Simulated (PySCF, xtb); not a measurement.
Si(CCH)(F)2(Me) (C₃H₄F₂Si), SMILES C#C[Si](C)(F)F.

Harmonic wavenumbers (cm⁻¹) from GFN2-xTB (xtb) at its own minimum, in rising order: 80, 108, 119, 174, 211, 240, 297, 313, 618, 684, 687, 775, 808, 840, 877, 882, 1385, 1468, 1474, 2220, 3029, 3046, 3051, 3362.

**Question.** What does PBE0-D3(BJ)/def2-SVP run with PySCF give at its own minimum? (An estimate is asked for; the answer gives what the named calculation found.)

**Answer.** 124, 128, 142, 215, 256, 306, 369, 398, 603, 742, 756, 760, 774, 817, 914, 970, 1279, 1419, 1422, 2180, 3067, 3177, 3178, 3472. Paired by order, the mean absolute difference is 58 cm⁻¹ and the zero-point energies are 38.2 and 39.3 kcal/mol.
